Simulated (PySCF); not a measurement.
CH11NOSi3, SMILES [SiH2]([SiH2]N[SiH3])OC.

Geometry optimised at PBE0-D3(BJ)/def2-SVP. This is a generated structure with no PubChem entry under its InChIKey; it may be hypothetical. The values are those of a single conformer.

Calculation: PySCF with PBE/def2-TZVP.

The molecule is in vacuum.

Computed frontier levels, gap, dipole moment:
```
Property                                                                                                       Value
---------------------------------------------------------------------------------------------  ---------------------
highest occupied level                                                                                      -5.99 eV
lowest empty level                                                                                          -1.50 eV
orbital gap                                                                                                  4.49 eV
dipole moment                                                                                                 1.31 D
quadrupole, principal values (traceless, Buckingham form, about the centre of nuclear charge)  -5.62, 0.27, 5.35 D·Å
```
